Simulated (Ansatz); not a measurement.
AlSi₈PH₁₆⁻, a doped cluster cut from the lattice of silicon (Al and P 4.5 A apart). The state is a doublet with charge -1. Geometry PBE-D4/def2-SVP, that of the neutral singlet.

```xyz
26

Si    2.041   -1.563    1.201
Si    0.767   -0.950   -2.512
Si   -1.726   -2.232    0.305
P    -0.659    0.783    2.185
Si   -1.939    1.505   -1.144
Si    1.633    2.140   -0.295
Al    0.583   -2.499   -0.585
Si    1.572    0.716    1.584
Si    0.245    1.293   -1.996
Si   -2.243    0.038    0.677
H     3.523   -1.450    0.902
H     1.961   -2.132    2.604
H     2.151   -0.840   -3.119
H    -0.162   -1.251   -3.671
H    -2.085   -2.851    1.643
H    -2.875   -2.586   -0.618
H    -0.817    0.048    3.400
H    -0.999    2.097    2.633
H    -2.982    1.105   -2.157
H    -2.248    2.909   -0.681
H     3.081    2.182   -0.715
H     1.231    3.528    0.147
H     0.932   -4.038   -0.906
H     2.158    1.392    2.804
H     0.346    2.267   -3.149
H    -3.489    0.389    1.461
```

Single mean-field runs in def2-TZVP are fitted with def2-universal-jkfit. At PBE-D4/def2-TZVP, PBE0-D4/def2-TZVP the highest occupied level of the charge -1 doublet lies above zero (up to 1.10 eV). By energy differences its removal costs 0.69 eV (vertical, to the charge 0 singlet, at PBE-D4/def2-TZVP); self-interaction error and the lack of diffuse functions both raise the level.

Problem. Estimate the α-spin orbital energies around the gap (eV) in Ansatz with PBE-D4/def2-TZVP, PBE0-D4/def2-TZVP.

Solution. 
| orbital | PBE-D4/def2-TZVP | PBE0-D4/def2-TZVP |
| --- | --- | --- |
| HOMO−5 | -3.34 | -4.33 |
| HOMO−4 | -3.29 | -4.30 |
| HOMO−3 | -2.84 | -3.91 |
| HOMO−2 | -2.62 | -3.60 |
| HOMO−1 | -2.57 | -3.53 |
| HOMO | 1.10 | 0.72 |
| LUMO | 1.36 | 2.12 |
| LUMO+1 | 1.56 | 2.34 |
| LUMO+2 | 1.65 | 2.39 |
| LUMO+3 | 1.71 | 2.43 |
| LUMO+4 | 2.10 | 2.81 |
| LUMO+5 | 2.17 | 2.90 |
| β HOMO | -2.54 | -3.50 |
| β LUMO | 1.44 | 2.17 |
